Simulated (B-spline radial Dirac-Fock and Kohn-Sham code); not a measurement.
Z = 63 (europium), transition energy 30.9 keV. The computed values come from a radial finite-basis atomic code: a Dirac-Hartree-Slater potential of the neutral atom with a Latter tail (no hole, which puts coefficients of high multipoles low close above an edge), finite nucleus with surface currents. The K shell is not open to conversion at this energy. Subshells that would emit electrons below 1 keV are left out.

**Question.** A pure transition shows α(L) = 0.983, L1/L2 = 1.85 and L1/L3 = 1.28. What is its multipolarity?
A. M3
B. M2
C. E1
D. M1
E. E4
F. E3
G. E2
H. M4

**Answer.** C. For comparison, α(L), L1/L2, L1/L3 are E2 279, 0.00602, 0.00458; E3 25800, 0.0131, 0.0103; E4 1.12e+06, 0.0157, 0.0125; M1 7.07, 11.0, 59.3; M2 568, 12.3, 2.22; M3 47900, 10.2, 0.274; M4 2.55e+06, 8.28, 0.0985.
